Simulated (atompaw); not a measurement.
## u(r) = r·R(r): atom against pseudo-atom (silver (Ag))

Columns: radius, all-electron u(r) and pseudo u(r) of the 5p shell (level -2.12 eV) of silver in the configuration [Kr] 4d10 5s0.75 5p0; LDA (PW92), scalar-relativistic, PAW (atompaw) scheme, atompaw 4.2.0.5.

```
r (bohr)  all-electron  pseudo
   0.096       -0.0585  0.0009
   0.192        0.0727  0.0035
   0.288        0.1095  0.0078
   0.385        0.0461  0.0140
   0.481       -0.0461  0.0219
   0.577       -0.1233  0.0316
   0.673       -0.1692  0.0431
   0.769       -0.1833  0.0563
   0.865       -0.1716  0.0712
   0.962       -0.1411  0.0881
   1.058       -0.0993  0.1063
   1.154       -0.0512  0.1261
   1.250       -0.0004  0.1472
   1.346        0.0504  0.1696
   1.442        0.0997  0.1929
   1.538        0.1465  0.2170
   1.635        0.1907  0.2419
   1.731        0.2310  0.2668
   1.827        0.2678  0.2917
   1.923        0.3013  0.3162
   2.019        0.3315  0.3400
   2.115        0.3586  0.3629
   2.212        0.3829  0.3846
   2.308        0.4041  0.4047
   2.404        0.4228  0.4229
   2.500        0.4390  0.4390
```

(1) How many radial nodes do the two functions have?

(2) Is the pseudo-wave norm-conserving?

## Answers

(1) The all-electron 5p function has n − l − 1 = 3; the pseudo-wave has 0, since the states of the same l below it are removed with the core.

(2) No, it belongs to a PAW set: the norm inside the radius is not constrained, and the difference is carried by the augmentation charge.
